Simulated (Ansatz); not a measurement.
Relaxation of a periodic cell of 17 atoms, LiSi₁₆ (host Si, host structure diamond, interstitial Li), to a largest force component of 0.08 eV/Å in at most 25 steps.

The calculation used DFT PBE, scalar-relativistic, plane waves, PAW (Ansatz 0.2.0). Settings: PAW set soft_1, cutoff 420 eV, k mesh 2x2x2, fermi-dirac smearing 0.02 eV, spin collinear.

```xyz
17
Lattice="0.0000 5.4300 5.4300 5.4300 0.0000 5.4300 5.4300 5.4300 0.0000" Properties=species:S:1:pos:R:3:forces:R:3
Si 0.000 0.000 0.000 -0.28 -0.33 1.26
Si 1.357 1.357 1.357 0.15 0.15 0.01
Si 2.715 2.715 0.000 -0.03 -0.03 -0.03
Si 4.072 4.072 1.357 -0.21 -0.19 -0.20
Si 2.715 0.000 2.715 -0.01 -0.16 -0.16
Si 4.072 1.357 4.072 -1.44 0.34 0.38
Si 5.430 2.715 2.715 -0.39 1.51 -0.40
Si 6.787 4.072 4.072 0.16 0.01 0.16
Si 0.000 2.715 2.715 -0.15 -0.01 -0.15
Si 1.357 4.072 4.072 0.27 -1.16 0.26
Si 2.715 5.430 2.715 1.22 -0.31 -0.27
Si 4.072 6.787 4.072 0.01 0.15 0.15
Si 2.715 2.715 5.430 0.20 0.21 0.20
Si 4.072 4.072 6.787 0.03 0.03 0.03
Si 5.430 5.430 5.430 -0.16 -0.15 -0.01
Si 6.787 6.787 6.787 0.37 0.32 -1.38
Li 6.090 6.145 8.814 0.26 -0.39 0.15
```

**Question.** Where does it end, and by what steps?

**Answer.** The run converged. The force dipped under the threshold on the way, but the program's further checks kept it going. Limits of this set-up: coarse k mesh. After 12 steps the energy has fallen by 0.917 eV; Li17 moved furthest, 1.10 Å. Joined: Si2–Li17 (3.53 → 2.74 Å), Si3–Li17 (3.52 → 2.40 Å), Si8–Li17 (3.50 → 2.74 Å), Si12–Li17 (3.54 → 2.74 Å).

```
step  energy less start (eV)  largest force component (eV/Å)  accepted
   0                  0.0000                           1.513       yes
   1                 -0.3542                           0.507       yes
   2                 -0.4120                           0.042       yes
   3                 -0.4120                           0.042       yes
   4                 -0.4135                           0.024       yes
   5                 -0.4159                           0.061       yes
   6                 -0.4322                           0.158       yes
   7                 -0.5129                           0.313       yes
   8                 -0.6397                           0.342       yes
   9                 -0.7761                           0.286       yes
  10                 -0.8836                           0.159       yes
  11                 -0.9175                           0.024       yes
  12                 -0.9175                           0.024       yes
```

```xyz
17
Lattice="0.0000 5.4300 5.4300 5.4300 0.0000 5.4300 5.4300 5.4300 0.0000" Properties=species:S:1:pos:R:3
Si -0.072 -0.068 -0.008
Si 1.314 1.318 1.336
Si 2.701 2.704 -0.014
Si 4.028 4.031 1.313
Si 2.688 -0.047 2.664
Si 4.015 1.321 4.034
Si 5.358 2.709 2.644
Si 6.745 4.054 4.030
Si -0.051 2.691 2.665
Si 1.318 4.019 4.033
Si 2.706 5.362 2.644
Si 4.051 6.748 4.030
Si 2.686 2.690 5.402
Si 4.033 4.036 6.749
Si 5.379 5.383 5.404
Si 6.748 6.751 6.731
Li 6.743 6.746 9.458
```

Time of the run: 89 s on 1 thread of AMD EPYC 9R45 96-Core Processor (Zen 5), on a shared host, peak memory 0.7 GiB.
